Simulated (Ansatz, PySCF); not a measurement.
Cl4Sn, SMILES [Cl][Sn-]([Cl])([Cl])[Cl] (connectivity only; charge and spin as stated), charge -1, multiplicity 2. Atoms are numbered in the order given.

```xyz
5

Sn     0.0000     0.0000     0.0000
Cl    -1.4499     1.4499    -1.4499
Cl     1.4499     1.4499     1.4499
Cl     1.4499    -1.4499    -1.4499
Cl    -1.4499    -1.4499     1.4499
```
Charge -1, spin multiplicity 2.

Coordinates come from a PBE0-D3(BJ)/def2-SVPD optimisation. The def2 effective core potentials stand for the cores of Sn; spin–orbit coupling is left out.

Two levels are set side by side: PBE-D3(BJ)/def2-SVPD (Ansatz, a program for electronic structure) and PBE0-D3(BJ)/def2-SVPD (Ansatz). Each level has its own optimised geometry; the coordinates shown are those of the second. Frequencies come from the Hessian of PySCF at each geometry. Differences are taken from unrounded values.

```
quantity                            PBE0-D3(BJ)  PBE-D3(BJ)  PBE-D3(BJ) minus PBE0-D3(BJ)
----------------------------------  -----------  ----------  ----------------------------
mean bond length (Å)                      2.511       2.539                         0.027
bond Sn1–Cl2 (Å)                          2.511       2.539                         0.027
bond Sn1–Cl3 (Å)                          2.511       2.539                         0.027
bond Sn1–Cl4 (Å)                          2.511       2.539                         0.027
bond Sn1–Cl5 (Å)                          2.511       2.539                         0.027
highest harmonic wavenumber (cm⁻¹)          272         259                           -13
mean harmonic wavenumber (cm⁻¹)             145         143                            -2
zero-point energy (kcal/mol)               1.87        1.84                         -0.03
```

GGA bonds tend to be longer and softer than those of functionals with exact exchange. Differences between two approximate levels are no errors against the true value.
